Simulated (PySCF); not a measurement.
Ti(F)(SH)3 (FH3S3Ti), SMILES [F][Ti]([SH])([SH])[SH], multiplicity 1.

Geometry optimised at PBE0-D3(BJ)/def2-SVP. The spin state was assumed, not searched. The structure was generated by enumeration; whether it is a known compound was not checked. The values are those of a single conformer.

The numbers are results of PySCF with TDA-PBE/def2-SVPD, not measurements.

Vertical excitations. Gas-phase values at a fixed geometry.

Computed UV-visible absorptions:
```
state  energy (eV)  λ (nm)      f                                                                 main pairs
-----  -----------  ------  -----  -------------------------------------------------------------------------
S1            2.88     431  0.008                                                             HOMO→LUMO 91 %
S2            3.09     402  0.013                                                           HOMO→LUMO+1 80 %
S3            3.36     369  0.004                     HOMO−1→LUMO+1 48 %, HOMO−2→LUMO 31 %, HOMO−1→LUMO 17 %
S4            3.51     353  0.014                        HOMO−1→LUMO 49 %, HOMO−2→LUMO 18 %, HOMO→LUMO+2 9 %
S5            3.60     344  0.013  HOMO−1→LUMO+1 32 %, HOMO−2→LUMO 25 %, HOMO−2→LUMO+1 15 %, HOMO→LUMO+4 7 %
S6            3.75     330  0.012                      HOMO−2→LUMO+1 41 %, HOMO→LUMO+3 26 %, HOMO−2→LUMO 9 %
S7            3.89     319  0.010                                                           HOMO→LUMO+2 74 %
S8            3.95     314  0.000                                         HOMO−4→LUMO 75 %, HOMO−3→LUMO 19 %
S9            3.99     311  0.004                       HOMO−3→LUMO 53 %, HOMO−4→LUMO 13 %, HOMO→LUMO+3 12 %
S10           4.02     308  0.004                    HOMO−3→LUMO+1 38 %, HOMO→LUMO+3 35 %, HOMO−2→LUMO+1 9 %
T1            2.64     470      0                                                             HOMO→LUMO 97 %
T2            2.75     451      0                                                           HOMO→LUMO+1 93 %
T3            2.89     429      0                                                           HOMO−1→LUMO 84 %
T4            3.13     396      0                    HOMO−2→LUMO 49 %, HOMO−1→LUMO+1 38 %, HOMO−2→LUMO+1 7 %
```
Triplets are in the Tamm–Dancoff approximation.
